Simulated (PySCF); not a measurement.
First SCF of a structure search on singlet MoO2, at a hand-made end-on geometry. PySCF input:

```python
from pyscf import gto, scf, dft
mol = gto.M(atom='''
Mo     0.000000     0.000000     0.000000
O      0.000000     0.000000     2.070300
O      1.252800     0.000000     2.790300''',
    basis={'Mo': 'def2-TZVP', 'O': 'def2-TZVP'},
    ecp={'Mo': 'def2-TZVP'},
    charge=0, spin=0)
mf = dft.RKS(mol, xc='PBE0')
mf.grids.atom_grid = (50, 194)
aux = {'Mo': 'def2-universal-JKFIT', 'O': 'def2-universal-JKFIT'}
mf = mf.density_fit(auxbasis=aux)
mf.conv_tol = 1e-08
mf.diis_space = 10
mf.max_cycle = 60
mf.init_guess = 'minao'
mf.verbose = 4
mf.kernel()
```

Excerpt of the output (cycles and frontier levels):

```
init E= -211.849998895517
cycle= 1 E= -218.061086462015  delta_E= -6.21  |g|= 0.749  |ddm|= 3.67
  HOMO = -0.102207976767313  LUMO = -0.099270938234829  gap/eV = 0.07992
cycle= 2 E= -213.869746275331  delta_E= 4.19  |g|= 3.41  |ddm|= 2.84
  HOMO = -0.119142078959566  LUMO = -0.102598220103053  gap/eV = 0.45018
cycle= 3 E= -218.050461668816  delta_E= -4.18  |g|= 0.777  |ddm|= 2.65
  HOMO = -0.19751547068809  LUMO = -0.152315245617253  gap/eV = 1.22996
cycle= 4 E= -217.972239867792  delta_E= 0.0782  |g|= 1.05  |ddm|= 1.15
  HOMO = -0.197092949544582  LUMO = -0.139562289330755  gap/eV = 1.56549
cycle= 5 E= -218.184682153872  delta_E= -0.212  |g|= 0.357  |ddm|= 0.369
  HOMO = -0.206453169438035  LUMO = -0.134088336349272  gap/eV = 1.96915
cycle= 6 E= -218.212428647115  delta_E= -0.0277  |g|= 0.115  |ddm|= 0.186
  HOMO = -0.202875138334655  LUMO = -0.131369266255003  gap/eV = 1.94577
cycle= 7 E= -218.215193582145  delta_E= -0.00276  |g|= 0.0225  |ddm|= 0.0632
... 13 lines left out ...
cycle= 14 E= -218.215542856728  delta_E= -2.28e-07  |g|= 0.000368  |ddm|= 0.00182
  HOMO = -0.205681672253295  LUMO = -0.131838269505863  gap/eV = 2.00938
cycle= 15 E= -218.215543015121  delta_E= -1.58e-07  |g|= 5.48e-05  |ddm|= 0.00256
  HOMO = -0.205692437377665  LUMO = -0.131844716541149  gap/eV = 2.00950
cycle= 16 E= -218.215543026032  delta_E= -1.09e-08  |g|= 1.9e-05  |ddm|= 0.000732
  HOMO = -0.205692870108591  LUMO = -0.131845530756902  gap/eV = 2.00949
cycle= 17 E= -218.215543027923  delta_E= -1.89e-09  |g|= 1.5e-05  |ddm|= 0.000185
  HOMO = -0.205695230869845  LUMO = -0.131847110653556  gap/eV = 2.00951
Extra cycle  E= -218.215543026838  delta_E= 1.09e-09  |g|= 7.89e-05  |ddm|= 8.49e-05
converged SCF energy = -218.215543026838
```

This is not the lowest solution: another start and a stability analysis within the same restricted form found one 0.3 kJ/mol lower, at -218.21566 Eh.

At the minimum of this search the closed-shell solution is unstable towards spin polarisation, so a lower open-shell solution exists.

The search for the lowest solution, 3 starts and the stability check together, took 7.9 s on 2 threads of a shared Arm Neoverse V2 host, with 102 basis functions; the process peaked at 0.38 GiB.
